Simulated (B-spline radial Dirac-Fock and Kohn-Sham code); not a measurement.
# Dipole and non-dipole photoemission parameters of Nb 2p3/2

System: atomic niobium in the configuration [Kr] 4d4 5s1; threshold 2371.0 eV (tabulated edge). The computed values come from an atomic code on a B-spline grid: Dirac-Hartree-Slater photoionisation with a Latter tail; cross sections with all multipoles, angular parameters from the dipole term and its interference with E2.

Input of the calculation (task.json; shells as n, l, electrons):

```json
{"items": [{
  "Z": 41,
  "q": 0,
  "cfg": [[1, 0, 2], [2, 0, 2], [2, 1, 6], [3, 0, 2], [3, 1, 6], [3, 2, 10], [4, 0, 2], [4, 1, 6], [4, 2, 4], [5, 0, 1]],
  "A": 93,
  "rrms": 4.324,
  "do": "xps",
  "hv": [50.6, 60, 100, 111.0, 141.0, 150, 200, 238.0, 245.0, 269.0, 294.0, 303.0, 364.0, 1440.0, 2000, 2050.0, 2750.0, 3370.0, 3450.0, 3600.0, 4170.0, 4950.0, 5414.7, 5700.0, 5890.0, 6000, 6640.0, 7420.0, 9030.0, 12000],
  "edges": {"K": 18986.0, "L1": 2698.0, "L2": 2465.0, "L3": 2371.0, "M1": 466.6, "M2": 376.1, "M3": 360.6, "M4": 205.0, "M5": 202.3}
}]}
```

Launch: `python xray2_run.py task.json out`

```csv
hν (eV),σ (kb),β,γ,δ
2750,166,1.291,-0.192,0.011
3370,96.1,1.452,0.108,0.028
3450,90.1,1.459,0.144,0.029
3600,80.2,1.468,0.209,0.031
4170,53.2,1.479,0.425,0.039
4950,?,?,?,?
5414.7,25.0,1.445,0.786,0.054
5700,21.5,1.433,0.854,0.057
5890,19.5,1.424,0.896,0.059
6000,18.4,1.419,0.920,0.061
6640,13.6,1.389,1.048,0.069
7420,9.68,1.352,1.183,0.079
9030,5.27,1.275,1.407,0.100
12000,2.13,1.147,1.705,0.142
```

Task: Give the values at 4950 eV.

Result: σ = 32.5 kb, β = 1.462, γ = 0.665, δ = 0.048.
